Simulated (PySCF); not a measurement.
Species: C5H3ClOP2.
Bonds: O1–C2 (double), C2–C3, C3–C4 (aromatic), C4–C5 (aromatic), C5–Cl6, C5–P7 (aromatic), P7–C8 (aromatic), C8–P9 (aromatic), C3–P9 (aromatic). Hydrogens: H10 on C2; H11 on C4; H12 on C8.

Computed with PySCF at PBE0/pcSseg-1 and B3LYP/def2-SVPD, non-relativistic, on one gas-phase PBE0-D3(BJ)/def2-SVP geometry that isn't relaxed in the solvent. The solvent is an IEF-PCM continuum (Bondi radii, 1.10 Å for H, scaled by 1.2). Specific hydrogen bonds and non-electrostatic terms are outside this model.

Gas phase at PBE0/pcSseg-1: HOMO -7.65 eV, LUMO -3.27 eV, dipole 2.54 D.

Q: What does the continuum do to the energy, the frontier levels and the dipole at PBE0/pcSseg-1 in tetrahydrofuran?

A: 
```json
{"solvent": "tetrahydrofuran", "ε": "7.426", "E(solvent) − E(gas) (kcal/mol)": "-4.05", "polarisation term (kcal/mol)": "-4.63", "distortion of the solute (kcal/mol)": "0.58", "HOMO (eV)": "-7.45", "LUMO (eV)": "-3.07", "dipole (D)": "3.44"}
```

Polarisation term: ½ Σ q·V over the induced surface charges. Distortion: the rise of the solute's own energy as its density leaves the gas-phase optimum.

Q: Which radius a makes the point-dipole formula ΔE = −[(ε − 1)/(2ε + 1)]·μ²/a³ give the value in tetrahydrofuran, with the gas-phase dipole?

A: μ = 1.001 au and |ΔE| = 0.00646 Eh give a = 2.10 Å; the farthest nucleus lies 3.35 Å from the centroid of the nuclei, so such a sphere wouldn't even hold the nuclei. The formula assumes a rigid point dipole at the centre of a sphere.

Q: Which Hirshfeld charges (PBE0/pcSseg-1) respond most in tetrahydrofuran (means over atoms taken as equivalent)?

A: 
| atoms | environment | gas (e) | solvent (e) | change |
| --- | --- | --- | --- | --- |
| O1 | aldehyde oxygen | -0.211 | -0.243 | -0.032 |
| Cl6 | aryl chlorine | -0.015 | -0.027 | -0.012 |
| H10 | formyl hydrogen | +0.042 | +0.052 | +0.010 |
| P9 | phosphorus bonded to 2 C | +0.136 | +0.146 | +0.010 |
| H12 | aromatic hydrogen | +0.049 | +0.059 | +0.010 |
| C8 | aromatic CH carbon | -0.164 | -0.157 | +0.007 |
| C2 | aldehyde carbon | +0.114 | +0.121 | +0.007 |
| P7 | phosphorus bonded to 2 C | +0.139 | +0.140 | +0.001 |
| C5 | aromatic C–Cl carbon | -0.034 | -0.036 | -0.002 |
| C4 | aromatic CH carbon | -0.035 | -0.036 | -0.001 |
| C3 | substituted aromatic carbon | -0.072 | -0.071 | +0.001 |
| H11 | aromatic hydrogen | +0.051 | +0.051 | 0.000 |

Q: Which Mayer bond orders change most in tetrahydrofuran?

A: 
| bond | length (Å) | gas | solvent | change |
| --- | --- | --- | --- | --- |
| O1–C2 | 1.205 | 2.003 | 1.974 | -0.029 |
| C5–Cl6 | 1.737 | 1.081 | 1.063 | -0.018 |
| C2–C3 | 1.490 | 1.009 | 1.025 | +0.016 |
| C4–C5 | 1.387 | 1.380 | 1.389 | +0.009 |
| P7–C8 | 1.725 | 1.335 | 1.344 | +0.009 |
| C5–P7 | 1.756 | 1.191 | 1.184 | -0.007 |
| C8–H12 | 1.099 | 0.928 | 0.921 | -0.007 |
| P9–C3 | 1.744 | 1.262 | 1.256 | -0.006 |

Gas phase at B3LYP/def2-SVPD: HOMO -7.41 eV, LUMO -3.40 eV, dipole 2.78 D.

Q: What does the continuum do to the energy, the frontier levels and the dipole at B3LYP/def2-SVPD in tetrahydrofuran?

A: 
```tsv
solvent	ε	E(solvent) − E(gas) (kcal/mol)	polarisation term (kcal/mol)	distortion of the solute (kcal/mol)	HOMO (eV)	LUMO (eV)	dipole (D)
tetrahydrofuran	7.426	-4.28	-5.01	0.73	-7.19	-3.19	3.81
```

Q: How does the static polarisability (B3LYP/def2-SVPD, frozen core, with the continuum's full static response) change?

A: 
```json
{"medium": "gas", "isotropic (au)": "130.1", "principal values (au)": "72.0, 149.0, 169.3", "⟨r²⟩ of the electrons (bohr²)": "1942.5"}
{"medium": "tetrahydrofuran", "isotropic (au)": "184.4", "principal values (au)": "97.3, 213.0, 243.1", "⟨r²⟩ of the electrons (bohr²)": "1943.8"}
```

The isotropic value in tetrahydrofuran is 1.42 times the gas-phase one; no cavity-field correction is applied. ⟨r²⟩ is taken about the centre of nuclear charge.

Conformer computed: `[O:1]=[CH:2][c:3]1[cH:4][c:5]([Cl:6])[p:7][cH:8][p:9]1`: O1–C2–C3–C4 0°.
